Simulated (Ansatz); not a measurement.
Relaxation of AlClFH$_{4}$NO (9 atoms, charge 0, multiplicity 1), to a largest force component of 0.03 eV/Å in at most 50 steps.

Level of theory: RKS PBE0/def2-SVP (Ansatz).

```xyz
9
Properties=species:S:1:pos:R:3:forces:R:3
Al 0.047 -0.248 0.151 -0.22 0.68 1.79
N -0.022 -0.138 2.011 0.04 -0.03 -1.68
H -0.773 -0.598 2.517 0.00 0.00 0.00
H 0.833 -0.162 2.559 0.01 -0.01 0.00
F 1.497 -0.109 -0.635 0.01 0.00 0.00
Cl -1.691 -0.752 -0.891 0.00 -0.01 0.00
O -0.682 2.556 0.759 0.23 -0.92 0.43
H -1.639 2.602 0.646 0.00 0.00 0.00
H -0.568 2.008 1.573 -0.06 0.30 -0.54
```

Task: Where does it end, and by what steps?

Result: It converged. After 8 steps the energy has fallen by 0.877 eV; O7 moved furthest, 0.55 Å. Joined: Al1–O7 (2.96 → 1.96 Å).

| step | energy less start (eV) | largest force component (eV/Å) | accepted |
| --- | --- | --- | --- |
| 0 | 0.0000 | 1.794 | yes |
| 1 | -0.2531 | 0.901 | yes |
| 2 | -0.5523 | 1.413 | yes |
| 3 | -0.7672 | 1.318 | yes |
| 4 | -0.8540 | 0.458 | yes |
| 5 | -0.8737 | 0.176 | yes |
| 6 | -0.8764 | 0.067 | yes |
| 7 | -0.8770 | 0.034 | yes |
| 8 | -0.8772 | 0.019 | yes |

```xyz
9
Properties=species:S:1:pos:R:3
Al -0.084 0.170 0.282
N -0.047 -0.060 2.086
H -0.725 -0.673 2.532
H 0.846 -0.195 2.556
F 1.361 0.207 -0.549
Cl -1.802 -0.520 -0.752
O -0.546 2.044 0.624
H -1.407 2.364 0.324
H -0.593 1.821 1.589
```

Whether the end is a true minimum wasn't checked by a vibrational analysis.

The run took 28 s on 2 threads of Arm Neoverse V1, with other jobs on the host, peak memory 0.2 GiB.
